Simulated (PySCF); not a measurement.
BH₂I, SMILES BI.

Geometry: B3LYP-D3(BJ)/def2-TZVP. The def2 effective core potentials stand for the cores of I; spin–orbit coupling is left out.

All values below come from B3LYP/def2-TZVPD (PySCF).

Computed frontier levels, gap, dipole moment and polarisability:
```json
{
  "highest_occupied_level": "-7.34 eV",
  "lowest_empty_level": "-2.41 eV",
  "orbital_gap": "4.93 eV",
  "dipole_moment": "0.42 D",
  "quadrupole, principal values (traceless, Buckingham form, about the centre of nuclear charge)": "-2.36, 0.26, 2.10 D·Å",
  "mean_static_polarisability": "51.3 bohr³ (7.60 Å³)",
  "polarisability_principal_values": "42.2, 45.7, 66.1 bohr³"
}
```
